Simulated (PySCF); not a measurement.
CH5FN2Si2, SMILES F[Si@@H]1C=N[SiH2]N1. Geometry: r2SCAN-D4/def2-SVP. The structure was generated by enumeration; whether it is a known compound was not checked.

Calculation: r2SCAN-D4/def2-SVP (PySCF).

Harmonic wavenumbers (cm⁻¹): 107, 181, 273, 359, 392, 452, 471, 613, 660, 694, 705, 720, 792, 836, 865, 874, 919, 939, 992, 1084, 1332, 1639, 2233, 2240, 2252, 3000, 3632. Rotational constants (GHz): 4.547, 1.857, 1.501; symmetry number 1.

Q: Work out the zero-point energy and the ideal-gas rigid-rotor harmonic-oscillator thermochemistry at 298.15 K and 1 atm.

A: ZPE = ½ Σ hcν = ½ × 29256 cm⁻¹ = 174.99 kJ/mol. H − E(el) = 195.41 kJ/mol. Entropy in J/(mol K): translation 168.48, rotation 115.60, vibration 57.33, total 341.41. G − E(el) = 93.62 kJ/mol. Cp = 115.89 J/(mol K). Modes under 150 cm⁻¹ make the vibrational entropy uncertain.
